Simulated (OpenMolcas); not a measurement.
Computed levels of 4f3 in ions with 57 electrons, in cm-1 above 4I* 9/2.

```json
{
 "Program": "OpenMolcas 26.06",
 "Method": "XMS-CASPT2, IPEA 0.25 Eh, imaginary shift 0.1 Eh",
 "Basis": "ANO-RCC-VTZP",
 "Scalar Hamiltonian": "DKH2, point nucleus",
 "Spin-orbit coupling": "RASSI with atomic mean-field integrals over the reference wave functions, term energies averaged over their components"
}
```

Active space for each ion: 3 electrons in 7 orbitals (4f); closed shells correlated by CASPT2: 5s 5p.

```json
{"Level": "4I* 11/2", "Pr2+": "1493", "Pm4+": "2590"}
{"Level": "4I* 13/2", "Pr2+": "3110", "Pm4+": "5340"}
{"Level": "4I* 15/2", "Pr2+": "4810", "Pm4+": "8190"}
{"Level": "2H* 9/2(1)", "Pr2+": "11650", "Pm4+": "16350"}
{"Level": "4F* 3/2", "Pr2+": "12030", "Pm4+": "15440"}
{"Level": "4F* 5/2", "Pr2+": "12850", "Pm4+": "16900"}
{"Level": "4S* 3/2", "Pr2+": "13480", "Pm4+": "17830"}
{"Level": "4F* 7/2", "Pr2+": "13590", "Pm4+": "18210"}
{"Level": "2H* 11/2(1)", "Pr2+": "14090", "Pm4+": "20750"}
```

Task: Estimate 4I* 15/2, 2H* 9/2(1), 4F* 3/2 for Nd3+ from its neighbours Pr2+ and Pm4+.

Result: 4I* 15/2 is fine structure, which grows about as the fourth power of a screened charge, so the fourth roots are averaged: ((4810^0.25 + 8190^0.25) / 2)^4 = 6332. The calculation gives 6440, so the estimate is off by -1.7 %; the measured value is 5989 (the list in Arab et al., J. Quant. Spectrosc. Radiat. Transfer 229, 145 (2019) and Gaigalas et al. (2019), from Wyart et al. (2007)).
2H* 9/2(1) is another term, which grows about linearly with the charge: (11650 + 16350) / 2 = 14000. The calculation gives 13750, so the estimate is off by +1.8 %; the measured value is 12800 (the list in Arab et al., J. Quant. Spectrosc. Radiat. Transfer 229, 145 (2019) and Gaigalas et al. (2019), from Wyart et al. (2007)).
4F* 3/2 is another term, which grows about linearly with the charge: (12030 + 15440) / 2 = 13735. The calculation gives 13230, so the estimate is off by +3.8 %; the measured value is 11698 (the list in Arab et al., J. Quant. Spectrosc. Radiat. Transfer 229, 145 (2019) and Gaigalas et al. (2019), from Wyart et al. (2007)).

Mixed levels, with the weight of the term that names them: Nd3+ 2H* 9/2(1) (72 %), Pm4+ 2H* 9/2(1) (68 %).

CASPT2 breaks the degeneracy within a term, and the mean is taken; among the terms shown or strongly mixed into the levels shown the widest spread is 660 cm-1 (4f3 2H*(1), Pr2+). High states are left out of the spin-orbit mixing, which shifts the levels that they would mix with. The CASPT2 spread within a term exceeds the gap to the next term for 4f3 2H*(1) and 4f3 4S*, 4f3 4S* and 4f3 4F*, so the order of their levels is uncertain, and so are names and mixing where such terms share a J (figures for Pr2+; the like holds for Nd3+). Some terms miss by over 15 % even with CASPT2, which points to a basis or an active space too small for the shells correlated (holds for Pr2+). Measured partners are found by configuration, term and J. A level has none where our copy of the source lacks it or the pairing is in doubt (some pairs that miss far off the trend of their configuration count as doubtful), and it then counts in no deviation. Only configurations of the active space appear.

A number in round brackets counts repeated terms of one configuration in the order of the reference energies. * marks odd parity.
